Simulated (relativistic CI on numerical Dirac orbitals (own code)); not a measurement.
## Sensitivity of the levels of Hg⁴⁸⁺ to α and to the nuclear radius

Method of calculation: Dirac-Coulomb-Breit CI, KLI orbitals optimised for each configuration, derivatives by finite differences, unscaled Slater integrals, QED left out (own radial code, finite nucleus).

Configurations in the expansion (outside the closed core [Ar] 3d10): 4s2 4p2, 4s 4p3, 4s2 4p 4d, 4p4, 4s2 4d2, 4s2 4p 4f, 4s 4p2 4d, 4s 4p2 4f. Levels of other configurations are missing.

With x = (α/α₀)² − 1 an excitation energy changes as ω = ω₀ + qx; K = 2q/ω₀ is the relative enhancement. Terms are leading LS components, so labels can repeat. The field-shift factor is F = δν/δ⟨r²⟩ for the transition from the lowest level.

Lowest level 4s2 4p2 3P_0.

| Level | ω₀ (cm⁻¹) | q (cm⁻¹) | K | F (GHz/fm²) |
| --- | --- | --- | --- | --- |
| 4s2 4p2 3P_1 | 1134296 | 1.491e+06 | 2.63 | -320 |
| 4s2 4p2 1D_2 | 1174139 | 1.49e+06 | 2.54 | -320 |
| 4s 4p3 3P°_2 | 2061961 | 1.684e+06 | 1.63 | -4060 |
| 4s 4p3 3D°_1 | 2207723 | 1.681e+06 | 1.52 | -3920 |
| 4s2 4p2 3P_2 | 2338861 | 2.984e+06 | 2.55 | -663 |
| 4s2 4p2 1S_0 | 2425250 | 2.985e+06 | 2.46 | -663 |
| 4s2 4p 4d 3F°_2 | 2557590 | 1.56e+06 | 1.22 | -320 |
| 4s2 4p 4d 3D°_1 | 2745587 | 1.583e+06 | 1.15 | -534 |
| 4s2 4p 4d 3P°_2 | 2889056 | 1.925e+06 | 1.33 | -657 |
| 4s2 4p 4d 3F°_3 | 2896791 | 1.877e+06 | 1.3 | -433 |
| 4s 4p3 3D°_2 | 3178568 | 3.05e+06 | 1.92 | -4080 |
| 4s 4p3 3D°_3 | 3256192 | 3.118e+06 | 1.91 | -4180 |
| 4s 4p3 3P°_0 | 3308782 | 3.153e+06 | 1.91 | -4260 |

At this charge energies of transitions that change n are usually good to better than 1 %, and those within a shell (Δn = 0) to a few per cent.
